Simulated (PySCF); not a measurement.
C₂H₅ClO₂Si, SMILES C=C(Cl)[SiH](O)O. Geometry optimised at PBE-D3(BJ)/def2-SVP. This is a generated structure with no PubChem entry under its InChIKey; it may be hypothetical. Other conformers were not sampled.

Question: Give the equilibrium geometry at PBE-D3(BJ)/def2-SVP (PySCF confirms it by a frequency run) as bond lengths and angles. (Estimate from the structure and the level; the computed values follow.)

Answer: One answer among several that fit: 
Atoms: C1 C2 Cl3 Si4 O5 O6 H7 H8 H9 H10 H11. Bond lengths (Å): C1–C2 1.345, C1–H7 1.102, C1–H8 1.102, C2–Cl3 1.772, C2–Si4 1.894, Si4–O5 1.674, Si4–O6 1.671, Si4–H9 1.493, O5–H10 0.976, O6–H11 0.974. Bond angles (°): C2–C1–H7 123.2, C2–C1–H8 118.4, H7–C1–H8 118.5, C1–C2–Cl3 120.6, C1–C2–Si4 125.8, Cl3–C2–Si4 113.7, C2–Si4–O5 106.5, C2–Si4–O6 110.0, C2–Si4–H9 111.6, O5–Si4–O6 111.4, O5–Si4–H9 112.8, O6–Si4–H9 104.6, Si4–O5–H10 111.8, Si4–O6–H11 114.4.
